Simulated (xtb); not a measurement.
F$_{5}$OSi$_{2}$, doublet, geometry from GFN2-xTB; xtb with GFN2-xTB.

Input for xtb:
```
$ xtb mol.xyz --gfn 2 --uhf 1 --opt --json

# file mol.xyz
8

F      2.20011764    -1.06442519     0.65487727
Si     1.70428557    -0.29486835    -0.65210567
F      2.27772733     1.17402423    -0.40915710
O      0.09817923    -0.22147890    -0.63504472
Si    -1.26633224     0.06062436     0.13167171
F     -1.11751161     1.09439036     1.30740527
F     -1.83542376    -1.27737525     0.73129263
F     -2.29344075     0.63463556    -0.91036990
```

Q: Write the output that xtb gives for this input, abridged.

A: 
```
   ID    Z sym.   atoms
    1    9 F      1, 3, 6-8
    2   14 Si     2, 5
    3    8 O      4

           -------------------------------------------------
          |                Calculation Setup                |
           -------------------------------------------------

           -------------------------------------------------
          |                 G F N 2 - x T B                 |
           -------------------------------------------------

          ...................................................
          :                      SETUP                      :
          :.................................................:
          :  # basis functions                  44          :
          :  # atomic orbitals                  42          :
          :  # shells                           18          :
          :  # electrons                        49          :
          :  max. iterations                   250          :
          :  Hamiltonian                  GFN2-xTB          :
          :  restarted?                      false          :
          :  GBSA solvation                  false          :
          :  PC potential                    false          :
          :  electronic temp.          300.0000000     K    :
          :  accuracy                    1.0000000          :
          :  -> integral cutoff          0.2500000E+02      :
          :  -> integral neglect         0.1000000E-07      :
          :  -> SCF convergence          0.1000000E-05 Eh   :
          :  -> wf. convergence          0.1000000E-03 e    :
          :  Broyden damping             0.4000000          :
          :  net charge                          0          :
          :  unpaired electrons                  1          :
          ...................................................

 iter      E             dE          RMSdq      gap      omega  full diag
   1    -31.5739272 -0.315739E+02  0.929E+00    4.85       0.0  T
   2    -31.6285862 -0.546590E-01  0.575E+00    4.78       1.0  T
   3    -31.6305688 -0.198261E-02  0.128E+00    4.83       1.0  T
   4    -31.6354804 -0.491165E-02  0.867E-01    4.75       1.0  T
   5    -31.6369147 -0.143430E-02  0.365E-01    4.77       1.0  T
   6    -31.6369930 -0.782681E-04  0.121E-01    4.76       1.0  T
   7    -31.6369958 -0.278912E-05  0.529E-02    4.76       1.0  T
   8    -31.6369859  0.991549E-05  0.447E-02    4.76       1.0  T
   9    -31.6369980 -0.121226E-04  0.102E-02    4.76       3.5  T
[...]
         :: total energy             -31.529306390724 Eh    ::
 * total energy  :   -31.5293064 Eh     change       -0.9769607E-10 Eh
   *** GEOMETRY OPTIMIZATION CONVERGED AFTER 1 ITERATIONS ***
         :: total energy             -31.529306390822 Eh    ::
[...]

     #   Z          covCN         q      C6AA      α(0)
     1   9 F        0.705    -0.203    11.274     3.965
     2  14 Si       2.289     0.634   171.723    28.256
     3   9 F        0.705    -0.201    11.260     3.962
     4   8 O        1.541    -0.366    20.281     6.075
     5  14 Si       2.995     0.762   157.640    27.391
     6   9 F        0.705    -0.206    11.311     3.971
     7   9 F        0.705    -0.210    11.347     3.977
     8   9 F        0.705    -0.211    11.361     3.980

 Mol. C6AA /au·bohr⁶  :       2058.566306
 Mol. C8AA /au·bohr⁸  :      88880.849821
 Mol. α(0) /au        :         81.578176

Wiberg/Mayer (AO) data.
largest (>0.10) Wiberg bond orders for each atom

 ---------------------------------------------------------------------------
     #   Z sym  total        # sym  WBO       # sym  WBO       # sym  WBO
 ---------------------------------------------------------------------------
     1   9 F    1.272 --     2 Si   1.162
     2  14 Si   3.428 --     3 F    1.163     1 F    1.162     4 O    1.066
     3   9 F    1.274 --     2 Si   1.163
     4   8 O    2.423 --     5 Si   1.141     2 Si   1.066
     5  14 Si   4.531 --     4 O    1.141     6 F    1.127     7 F    1.121
                             8 F    1.119
     6   9 F    1.267 --     5 Si   1.127
     7   9 F    1.261 --     5 Si   1.121
     8   9 F    1.258 --     5 Si   1.119
 ---------------------------------------------------------------------------

Topologies differ in total number of bonds
Writing topology from bond orders to xtbtopo.mol

molecular dipole:
                 x           y           z       tot (Debye)
 q only:        0.519      -0.325      -0.684
   full:        0.331      -0.281      -0.596       1.875
molecular quadrupole (traceless):
                xx          xy          yy          xz          yz          zz
 q only:       -0.550      -1.956      -1.108      -4.133       1.806       1.658
  q+dip:       -2.716      -1.621      -0.157      -3.423       1.992       2.873
   full:       -0.893      -1.847      -0.887      -3.906       1.810       1.780

optimized geometry written to: xtbopt.xyz

           -------------------------------------------------
          | TOTAL ENERGY              -31.529306390822 Eh   |
          | GRADIENT NORM               0.000099598814 Eh/α |
          | HOMO-LUMO GAP               4.761109354174 eV   |
           -------------------------------------------------

normal termination of xtb
```
